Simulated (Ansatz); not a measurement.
```xyz
15

C    -1.3391   -1.9387    1.2805
B    -1.3381   -0.5413    0.6049
Si    0.1092    0.8319    0.8992
B     1.3373    0.4882   -0.6631
C     1.2495    1.2678   -2.0024
H    -2.0636   -1.8328    2.1069
H    -1.7424   -2.7359    0.6494
H    -0.3979   -2.2561    1.7320
H    -2.2388   -0.2631   -0.1397
H     0.8031    0.6195    2.2045
H    -0.4361    2.2219    0.8636
H     2.1711   -0.3693   -0.5510
H     0.3335    1.8370   -2.1686
H     2.0677    2.0058   -1.9320
H     1.4844    0.6650   -2.8841
```

Charge 0, multiplicity 1.

List the PBE0/def2-TZVPP orbital energies in eV (Ansatz). (An estimate is asked.)

The calculation gave: Occupied: -1801.51, -277.65, -277.65, -184.75, -184.75, -143.95, -98.60, -98.59, -98.58, -19.83, -19.79, -15.20, -13.14, -12.51, -11.66, -11.38, -11.33, -11.27, -9.92, -9.43, -8.84, -8.27, -7.27. Lowest empty: -2.25, -0.73, 1.06, 1.10, 1.73, 2.05, 2.07, 2.27.
